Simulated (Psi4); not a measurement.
Noncovalent pair: CH4 (SMILES C) (first 5 atoms) with N2 (SMILES N#N); geometry from B3LYP-D3(BJ)/def2-TZVP, rigid monomers moved along the line of their centres of mass till C1···N6 is 5.05 Å.
(charge 0, multiplicity 1):
```xyz
7

C      0.025    -0.049    -0.081
H      0.964     0.395     0.245
H     -0.079    -1.041     0.358
H     -0.804     0.579     0.242
H      0.018    -0.129    -1.167
N      0.035    -0.337     4.964
N     -0.229     0.720     4.929
```

These are SAPT0/jun-cc-pV(D+d)Z (Psi4 1.11) values and carry that method's errors.

Question: Which attractive term is largest, and how does the interaction split up?

Answer: electrostatics -0.01, exchange 0.00, induction 0.00, dispersion -0.06, total -0.07 kcal/mol; the largest attraction is dispersion.
